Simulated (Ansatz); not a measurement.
Species: C5H7Si, net charge 0, doublet state. It need not be the lowest isomer of its formula. SMILES: [SiH3]C1=CCC=[C]1
Structure (B3LYP-D3(BJ)/def2-TZVP (Ansatz, an electronic-structure program) minimum search):
```xyz
13

Si     2.1127     0.0113     0.0758
C      0.2551     0.0188     0.0014
C     -0.5822    -0.9650     0.4068
C     -2.0172    -0.5749     0.1785
C     -1.9167     0.8072    -0.4322
C     -0.6178     1.0768    -0.5024
H      2.6912     0.1563    -1.2807
H      2.6074     1.1309     0.9110
H      2.5530    -1.2746     0.6644
H     -0.2864    -1.9113     0.8389
H     -2.5251    -1.2802    -0.4897
H     -2.5865    -0.5665     1.1153
H     -2.7586     1.4101    -0.7325
```
Charge 0, spin multiplicity 2.

Wanted: atomisation energy (electronic, to ground-state atoms), in kcal/mol. Valence correlation only, unless marked. Open shells are spin-unrestricted. No spin-orbit coupling. Non-relativistic unless marked X2C. The coupled-cluster limit lacks core correlation, which all-electron functionals hold. CBS marks a two-point X^-3 extrapolation of the correlation energy; Hartree-Fock from the larger set. The bracket is a focal-point correction in the basis named.

| level | program | atomisation energy (kcal/mol) | minus last row |
|---|---|---|---|
| revPBE-D4/def2-TZVPD | Ansatz + dftd4 | 1276.9 | 10.2 |
| B97M-V/def2-TZVPD | Ansatz | 1274.0 | 7.3 |
| PBE0/STO-3G | Ansatz | 1543.4 | 276.7 |
| PBE0/6-31G* | Ansatz | 1278.2 | 11.5 |
| BHLYP/def2-TZVPD | Ansatz | 1228.3 | -38.4 |
| LC-wPBE-D4/def2-TZVPD | Ansatz + dftd4 | 1280.4 | 13.7 |
| B2PLYP/def2-TZVPD | Ansatz | 1254.4 | -12.3 |
| MP2/cc-pV(D+d)Z | Ansatz | 1181.8 | -84.9 |
| SCS-MP2/STO-3G | Ansatz | 1309.0 | 42.3 |
| SCS-MP2/cc-pV(D+d)Z | Ansatz | 1167.5 | -99.2 |
| CCSD(T)/6-31G | Ansatz | 1084.7 | -182.0 |
| CCSD(T)/cc-pwCVTZ | Ansatz | 1236.1 | -30.6 |
| X2C-CCSD(T)/cc-pVTZ-DK | Ansatz | 1230.9 | -35.8 |
| RI-MP2/CBS(cc-pV(T+d)Z,cc-pV(Q+d)Z)+[CCSD(T)-MP2]/cc-pV(Q+d)Z | Ansatz | 1266.4 | -0.3 |
| CCSD(T)/CBS(cc-pV(T+d)Z,cc-pV(Q+d)Z) | Ansatz | 1266.7 | 0.0 |

The UHF reference is spin-contaminated (<S^2> 0.49 over the pure value in the largest basis).
